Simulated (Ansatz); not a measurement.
GeH₆Si (`[SiH3][GeH3]`), relaxed with RKS PBE0-D4/def2-TZVP in Ansatz from a PBE-D4/def2-SVP geometry. The force threshold is 0.005 eV/Å; the program also tests the step.

Total charge 0; spin multiplicity 1.

Start:

```xyz
8

Si   -0.019   -0.959   -0.733
Ge    0.017    0.944    0.718
H     1.165   -0.930   -1.661
H    -1.280   -0.965   -1.555
H     0.034   -2.224    0.080
H     1.309    0.944    1.578
H    -1.204    0.929    1.675
H    -0.022    2.261   -0.102
```

Question: By how much does the energy fall, and how many steps does the optimiser take? (Estimate.)

Answer: The calculation gave: 0.35 kcal/mol, in 3 steps.

Question: Which bonds change most? (An estimate is asked.)

Answer: Computed: Si1–H4 from 1.505 to 1.487 Å; Si1–H5 from 1.505 to 1.487 Å; Si1–H3 from 1.505 to 1.487 Å; Si1–Ge2 from 2.392 to 2.378 Å.

Question: Give the relaxed structure. (Estimate.)

Answer: Computed: 
```xyz
8

Si   -0.019   -0.955   -0.727
Ge    0.019    0.937    0.713
H     1.152   -0.924   -1.642
H    -1.264   -0.954   -1.540
H     0.031   -2.207    0.073
H     1.299    0.942    1.565
H    -1.192    0.920    1.660
H    -0.024    2.240   -0.103
```
